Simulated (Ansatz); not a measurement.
Program: Ansatz. Geometries: PBE0-D4/def2-TZVP. ΔE: electronic, gas phase. CCSD(T)/CBS is the MP2 limit (def2-TZVPP, def2-QZVPP) plus CCSD(T) − MP2 in def2-TZVPP, frozen cores. This one scheme is used for every species. Functionals use def2-TZVPP. B3LYP here is the variant with VWN-RPA as its local correlation; programs differ in this. One conformer a species, not always the lowest.

`[CH3][AlH][S]C` + `O[SiH2][SiH2]F` → `C[SiH](F)[SiH2]O` + `[CH3][AlH][SH]`  (formal exchange of groups at a C–S bond)

`[CH3][AlH][S]C`:

```xyz
11

C    -1.500    0.571    0.650
Al   -0.090    1.429   -0.392
S     1.670    0.314   -1.017
C     1.383   -1.353   -0.344
H    -1.120    0.187    1.602
H    -2.306    1.274    0.875
H    -1.938   -0.277    0.115
H    -0.108    2.945   -0.850
H     2.198   -1.604    0.333
H     1.371   -2.067   -1.167
H     0.439   -1.419    0.196
```

`O[SiH2][SiH2]F`:

Cartesian coordinates in Å:
```
O -1.193 1.209 0.919
Si 0.307 0.556 0.678
Si 0.013 -1.002 -1.054
F 1.437 -1.683 -1.365
H -1.293 1.876 1.599
H 0.821 -0.109 1.910
H 1.305 1.596 0.295
H -0.465 -0.358 -2.306
H -0.933 -2.083 -0.676
```

`C[SiH](F)[SiH2]O`:

Z-matrix (Å, degrees):
```
C
Si 1 1.860
H 1 1.094 2 109.9
H 1 1.093 2 110.9 3 119.5
H 1 1.092 2 111.2 3 -119.6
F 2 1.616 1 108.3 3 -176.2
Si 2 2.354 1 113.0 3 65.5
H 2 1.491 1 110.1 3 -59.7
O 7 1.656 2 111.2 1 60.6
H 7 1.493 2 109.9 1 -175.6
H 7 1.486 2 110.3 1 -56.2
H 9 0.958 7 117.0 2 60.4
```

`[CH3][AlH][SH]`:

```xyz
8

C     0.895    0.835   -0.611
Al   -0.197   -0.282    0.546
S    -1.874   -1.368   -0.346
H     0.874    1.877   -0.276
H     0.563    0.809   -1.651
H     1.942    0.518   -0.581
H     0.043   -0.461    2.102
H    -2.246   -1.929    0.817
```

```tsv
level	ΔE (kcal/mol)	difference from CCSD(T)/CBS
PBE-D4	-17.3	-0.2
B3LYP-D4	-16.9	0.2
ωB97M-V	-17.9	-0.8
PBE	-17.3	-0.2
r2SCAN	-18.3	-1.2
HF/def2-TZVPP	-16.3	0.8
MP2/def2-TZVPP	-17.4	-0.3
CCSD/def2-TZVPP	-17.5	-0.4
MP2/def2-QZVPP	-17.3	-0.2
SCS-MP2/def2-QZVPP	-16.4	0.7
CCSD(T)/CBS	-17.1	0
```

Largest T1 diagnostic among the species: 0.012.

In def2-TZVPP, CCSD(T) changes the Hartree–Fock value by −1.1 kcal/mol (the triples alone add +0.1 kcal/mol) and MP2 by −1.1 kcal/mol.
